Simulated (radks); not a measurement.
Task: Valence configurations of Sn II (all share [Kr]). Method: Dirac Kohn-Sham, PBE, spin-unpolarised, spherical densities, point nucleus; open shells are shared between the two j in proportion to 2j + 1; computed with a radial shooting solver on a logarithmic mesh with Libxc functionals. Order these by energy: 4d8.5 5s2 5p2.5; 4d9 5s1 5p3; 4d9.5 5p3.5; 4d8 5s2 5p3; 4d10 5s1 5p2; 4d10 5p3; 4d9 5s2 5p2; 4d10 5s2 5p1; 4d8.5 5p4.5; 4d10 5s1.5 5p1.5.

Result: From the lowest, in eV above it: 4d10 5s2 5p1 0.000; 4d10 5s1.5 5p1.5 3.792; 4d10 5s1 5p2 7.630; 4d10 5p3 15.434; 4d9 5s2 5p2 25.787; 4d9.5 5p3.5 28.503; 4d9 5s1 5p3 34.158; 4d8.5 5s2 5p2.5 40.390; 4d8 5s2 5p3 56.140; 4d8.5 5p4.5 57.988. NIST lists [Kr] 4d10 5s2 5p1 as the ground configuration; this level of theory agrees among the configurations tried. The energies are those of spherical spin-averaged densities, not of single terms.
